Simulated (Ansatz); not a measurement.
`C=C(O)Cl` and `O/C(Cl)=[CH]/[GaH2]` differ in one atom or group.

Ansatz, PBE0-D4/def2-TZVP geometries, multiplicity 1. Each molecule was computed in one conformer, which needn't be the lowest.

Scalar relativity is left out up to krypton.

| property | `C=C(O)Cl` |
| --- | --- |
| size of the dipole moment (PBE/def2-TZVPP) / D | 2.08 |
| LUMO energy (B3LYP/def2-TZVPP) / eV | 0.10 |
| HOMO energy (B3LYP/def2-TZVPP) / eV | -6.79 |
| ideal-gas entropy at 298 K and 1 bar (rigid rotor, harmonic PBE0-D4/def2-TZVP) / J/(mol·K) | 287 |
| HOMO–LUMO gap (ωB97M-V/def2-TZVPP) / eV | 11.40 |
| LUMO energy (PBE0/def2-TZVPP) / eV | 0.36 |

Give the same properties after the change, and the shifts. (An estimate is asked.)

The calculation gave: 
```
                                                                                  property  `O/C(Cl)=[CH]/[GaH2]`  shift
                                            size of the dipole moment (PBE/def2-TZVPP) / D                   1.92  -0.16
                                                       LUMO energy (B3LYP/def2-TZVPP) / eV                  -1.90  -2.00
                                                       HOMO energy (B3LYP/def2-TZVPP) / eV                  -6.97  -0.18
ideal-gas entropy at 298 K and 1 bar (rigid rotor, harmonic PBE0-D4/def2-TZVP) / J/(mol·K)                    352     65
                                                   HOMO–LUMO gap (ωB97M-V/def2-TZVPP) / eV                   9.43  -1.97
                                                        LUMO energy (PBE0/def2-TZVPP) / eV                  -1.65  -2.01
```

With PBE0 the HOMO falls by 0.18 eV and the LUMO falls by 2.01 eV, so the gap narrows by about 1.83 eV. PBE moves the HOMO by -0.29 eV and ωB97M-V by -0.11 eV. The zero-point energy changes by 9.2 kJ/mol with +6 modes. Dipoles are sizes alone; their direction can turn.

B3LYP here is the variant with VWN-RPA as its local correlation; programs differ in this.
